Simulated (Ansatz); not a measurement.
`CC([SiH3])[SiH2]F` and `C[CH]([SiH3])[GeH3]` differ in one atom or group.

Ansatz, PBE0-D4/def2-TZVP geometries, multiplicity 1. Each molecule was computed in one conformer, which needn't be the lowest.

Scalar relativity is left out up to krypton.

```csv
property,`CC([SiH3])[SiH2]F`
HOMO–LUMO gap (PBE0/def2-TZVPP) / eV,8.45
LUMO energy (B3LYP/def2-TZVPP) / eV,-0.23
size of the dipole moment (ωB97M-V/def2-TZVPP) / D,1.18
HOMO energy (PBE/def2-TZVPP) / eV,-7.21
HOMO–LUMO gap (B3LYP/def2-TZVPP) / eV,8.05
HOMO energy (PBE0/def2-TZVPP) / eV,-8.49
```

(1) What does the change do to each property? (Best estimate.)

## Answers

(1) Ansatz gave: 
```
                                          property  `C[CH]([SiH3])[GeH3]`  shift
              HOMO–LUMO gap (PBE0/def2-TZVPP) / eV                   8.48   0.03
               LUMO energy (B3LYP/def2-TZVPP) / eV                   0.13   0.36
size of the dipole moment (ωB97M-V/def2-TZVPP) / D                   0.89  -0.29
                 HOMO energy (PBE/def2-TZVPP) / eV                  -6.95   0.26
             HOMO–LUMO gap (B3LYP/def2-TZVPP) / eV                   8.05   0.00
                HOMO energy (PBE0/def2-TZVPP) / eV                  -8.12   0.37
```

Dipoles are sizes alone; their direction can turn.

B3LYP here is the variant with VWN-RPA as its local correlation; programs differ in this.
